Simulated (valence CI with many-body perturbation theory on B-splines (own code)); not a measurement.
**Ba LI: key properties**

Computed by valence CI with perturbative core correlation (CI+MBPT): four valence electrons over a frozen Dirac-Fock core [He], a basis of 11 s, 11 p, 10 d, 8 f, 5 g, 2 h functions for each j, with the one-electron correlation potential Σ1 (screened to all orders), the two-electron term Σ2, the three-electron term Σ3, Breit, model QED; selected single and double excitations, second order for the rest, scaled by the run's own slope (own B-spline code, finite nucleus).

The last digits are not significant, and no measured levels were compared; by estimate large intervals hold to a few tenths of a per cent, small ones and those within an open d or f shell to about a per cent. Among the levels kept, up to 910 cm⁻¹ of a level comes from second order outside the variational space, and about a tenth of that is noise between levels of different J, which matters for small intervals.

Levels are named by their leading jj configuration (3d3/2^4 stands for four electrons in 3d with j = 3/2), which in mixed levels can hold well under half, so a name can repeat and another be missing.

Rates and lifetimes use the calculated energies. Strong lines usually hold to 10 to 20 %, long lifetimes can be off by a factor of two.

Question: What is the ground level?

Answer: (2s^2 2p1/2^2) J=0, composition 70 % 2s²2p² ³P + 30 % 2s²2p² ¹S.

Question: Among levels below 511.79 Ry, which E1 lines absorb most strongly from the ground level?

Answer: to (2s^2 2p1/2 3d3/2) J=1 at 0.2161 nm, f = 0.748; to (2s 2p1/2^2 3p1/2) J=1 at 0.2171 nm, f = 0.731; to (2s 2p1/2^2 3p3/2) J=1 at 0.2121 nm, f = 0.367.

Question: What is the ionisation energy?

Answer: 9739.8 eV; NIST lists 9739 ± 4 eV (theoretical).

Question: Name the longest-lived excited levels whose lifetime is computed, and their main decay.

Answer: (2s^2 2p1/2 2p3/2) J=2 at 30.05 Ry lives 1.57 μs, mostly by E2 to (2s^2 2p1/2^2) J=0; (2s^2 2p1/2 2p3/2) J=1 at 28.87 Ry lives 2.53 ns, mostly by M1 to (2s^2 2p1/2^2) J=0.

Question: How well does LS coupling describe the low levels?

Answer: Among the lowest 20 levels the leading LS term, summed over configurations, holds 66 % on average. For single configurations the figures are 66 % in LS and 99 % in jj coupling. Terms mix most in the J = 1 level at 47.94 Ry, where the leading one holds 35 %.
